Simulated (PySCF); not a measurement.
Vertical excitations of a molecule C4H8O2 from TDA-LC-ωPBE/def2-SVPD run with PySCF 2.14.0, as energy in eV (oscillator strength): 7.48 (0.007), 7.91 (0.015), 8.31 (0.007), 8.47 (0.002), 8.62 (0.022), 8.88 (0.036), 8.94 (0.034), 9.18 (0.059), 9.31 (0.004), 9.38 (0.012). Lowest triplet (TDA): 7.15 eV. Geometry: B3LYP-D3(BJ)/def2-SVP. One conformer was computed; it need not be the lowest.

### Question
Pick the molecule that these values belong to.
A. OCC1(O)CC1
B. CO[C@@H]1C[C@H]1O
C. CO[C@@H]1CCO1
D. CC1(C)OCO1

### Answer
B, CO[C@@H]1C[C@H]1O
